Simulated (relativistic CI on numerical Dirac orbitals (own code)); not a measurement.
Crystal-field levels of V²⁺, 3d3

Calculated by Dirac-Coulomb-Breit CI, KLI orbitals optimised for each configuration, QED by a radiative potential, valence Slater integrals scaled by 0.75, one configuration in a parametric crystal field (own radial code).

Field parameters in Wybourne normalisation: D3d B²₀ = −7Dσ, B⁴₀ = −14Dq − 21Dτ, B⁴₃ = −14√(10/7) Dq. The field is a parameter set, without covalency.

S is read from ⟨S²⟩ = S(S + 1).

Levels (cm⁻¹, degeneracy): 0 (2), 0 (2), 13245 (2), 13268 (2), 13880 (2), 13893 (2), 14072 (2), 19581 (2), 19606 (2), 19631 (2), 19662 (2), 20138 (2).

Task: Which field gives this pattern?
A. D3d, 10Dq = 19800, Dσ = 760, Dτ = 0 cm⁻¹
B. D3d, 10Dq = 19800, Dσ = -110, Dτ = 0 cm⁻¹
C. D3d, 10Dq = 19800, Dσ = -760, Dτ = 0 cm⁻¹
D. D3d, 10Dq = 19800, Dσ = -330, Dτ = 0 cm⁻¹

Result: D. D3d, 10Dq = 19800, Dσ = -330, Dτ = 0 cm⁻¹, ground level with S = 1.50.
